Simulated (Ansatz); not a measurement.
`C[O][W]([OH])([OH])([OH])([Cl])[O]C` and `C[O][W]([OH])([OH])([OH])([F])[O]C` differ in one atom or group.

Ansatz, PBE0-D4/def2-TZVP geometries, multiplicity 1. Each molecule was computed in one conformer, which needn't be the lowest.

Elements past krypton have def2 core potentials.

| property | `C[O][W]([OH])([OH])([OH])([Cl])[O]C` |
| --- | --- |
| HOMO energy (ωB97M-V/def2-TZVPP) / eV | -10.41 |
| LUMO energy (ωB97M-V/def2-TZVPP) / eV | -0.56 |
| HOMO energy (B3LYP/def2-TZVPP) / eV | -7.83 |
| HOMO–LUMO gap (ωB97M-V/def2-TZVPP) / eV | 9.84 |
| HOMO energy (PBE/def2-TZVPP) / eV | -6.64 |
| LUMO energy (PBE0/def2-TZVPP) / eV | -2.57 |

Problem. Give the same properties after the change, and the shifts. (Best estimate.)

Solution. Computed: 
```
                               property  `C[O][W]([OH])([OH])([OH])([F])[O]C`  shift
  HOMO energy (ωB97M-V/def2-TZVPP) / eV                                -10.72  -0.31
  LUMO energy (ωB97M-V/def2-TZVPP) / eV                                  0.11   0.67
    HOMO energy (B3LYP/def2-TZVPP) / eV                                 -8.11  -0.28
HOMO–LUMO gap (ωB97M-V/def2-TZVPP) / eV                                 10.83   0.99
      HOMO energy (PBE/def2-TZVPP) / eV                                 -6.74  -0.10
     LUMO energy (PBE0/def2-TZVPP) / eV                                 -1.95   0.62
```

With PBE0 the HOMO falls by 0.24 eV and the LUMO rises by 0.62 eV, so the gap widens by about 0.86 eV. PBE moves the HOMO by -0.10 eV and ωB97M-V by -0.31 eV.

Positive LUMOs are unbound, so they and the gaps depend on the basis.

B3LYP here is the variant with VWN-RPA as its local correlation; programs differ in this.
